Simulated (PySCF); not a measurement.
2,2-difluoro-1-silylethanone (C₂H₄F₂OSi), SMILES C(F)(F)C(=O)[SiH3].

Geometry: PBE-D3(BJ)/def2-SVP. Other conformers were not sampled.

Calculation: PBE/def2-TZVP (PySCF).

| Item | Result |
|---|---|
| total energy | -642.63447 hartree |
| point group | Cs |
| highest occupied level | -6.18 eV |
| lowest empty level | -3.35 eV |
| orbital gap | 2.84 eV |
| dipole moment | 0.60 D |
| quadrupole, principal values (traceless, Buckingham form, about the centre of nuclear charge) | -7.70, 0.41, 7.29 D·Å |
| mean static polarisability | 58.8 bohr³ (8.71 Å³) |
| polarisability, principal values | 48.6, 58.4, 69.2 bohr³ |
